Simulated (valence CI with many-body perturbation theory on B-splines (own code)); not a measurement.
Hg65+ in brief

Calculated by valence CI with perturbative core correlation (CI+MBPT): five valence electrons over a frozen Dirac-Fock core [Ne], radial functions for each j: 9 s, 9 p, 8 d, 6 f, 3 g, 1 h, with the one-electron correlation potential Σ1 (screened to all orders), the two-electron term Σ2, the three-electron term Σ3, Breit, model QED; selected single and double excitations, second order for the rest (own B-spline code, finite nucleus).

The last digits are not significant, and no measured levels were compared; by estimate large intervals hold to a few tenths of a per cent, small ones and those within an open d or f shell to about a per cent. Among the levels kept, up to 630 cm⁻¹ of a level comes from second order outside the variational space, and about a tenth of that is noise between levels of different J, which matters for small intervals.

Levels are named by their leading jj configuration (3d3/2^4 stands for four electrons in 3d with j = 3/2), which in mixed levels can hold well under half, so a name can repeat and another be missing.

Rates and lifetimes use the calculated energies. Strong lines usually hold to 10 to 20 %, long lifetimes can be off by a factor of two.

(1) What is the ground level?

(2) Where does the other parity begin?

(3) Name the longest-lived excited levels whose lifetime is computed, and their main decay.

(4) How well does LS coupling describe the low levels?

(5) Among levels below 1199.7 eV, which E1 lines absorb most strongly from the ground level?

(6) What is the ionisation energy?

(7) What are the static dipole polarisabilities of the lowest levels?

Answers

(1) (3s^2 3p1/2^2 3p3/2) J=3/2, composition 48 % 3s2.3p3 2P° + 27 % 3s2.3p3 2D° + 24 % 3s2.3p3 4S°, g = 1.333.

(2) At (3s^2 3p1/2^2 3d3/2) J=3/2, 254.0 eV.

(3) (3s^2 3p1/2 3p3/2 3d5/2) J=9/2 at 884.3 eV lives 39.1 ns, mostly by E2 to (3s^2 3p1/2^2 3d5/2) J=5/2; (3s^2 3p1/2 3p3/2^2) J=5/2 at 515.1 eV lives 1.68 ns, mostly by E1 to (3s^2 3p1/2^2 3d3/2) J=3/2; (3s^2 3p1/2 3p3/2^2) J=1/2 at 532.2 eV lives 1.42 ns, mostly by M1 to (3s^2 3p1/2^2 3p3/2) J=3/2.

(4) Among the lowest 20 levels the leading LS term, summed over configurations, holds 54 % on average. For single configurations the figures are 52 % in LS and 94 % in jj coupling. Terms mix most in the J = 3/2 level at 757.7 eV, where the leading one holds 31 %.

(5) to (3s^2 3p1/2 3p3/2 3d3/2) J=3/2 at 1.523 nm, f = 0.403; to (3s^2 3p1/2 3p3/2 3d3/2) J=5/2 at 1.550 nm, f = 0.313; to (3s^2 3p1/2 3p3/2 3d3/2) J=1/2 at 1.526 nm, f = 0.139.

(6) 7348.5 eV; NIST lists 7350 ± 30 eV (theoretical).

(7) (3s^2 3p1/2^2 3p3/2) J=3/2 0.00183 (tensor 0.00013) bohr³, of which the core gives 3.10e-05.
